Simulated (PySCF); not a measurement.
A structure optimised at PBE-D3(BJ)/def2-SVP, used in a PySCF frequency run:

```xyz
11

C      0.0000     0.0000     2.9075
C      0.0000     0.0000     1.6750
B      0.0000     0.0000     0.1702
C      0.0000     1.0621    -1.0051
O      0.0000     0.0000    -1.9925
C      0.0000    -1.0621    -1.0051
H      0.0000     0.0000     3.9900
H     -0.8972     1.7234    -1.0839
H      0.8972     1.7234    -1.0839
H      0.8972    -1.7234    -1.0839
H     -0.8972    -1.7234    -1.0839
```
Charge 0, spin multiplicity 1.

Q: Write its SMILES, formula and point group.

A: C#CB1COC1, C4H5BO, C2v

Q: What are its rotational constants (standard atomic weights)?

A: 11.942, 2.0431, 1.7846 GHz
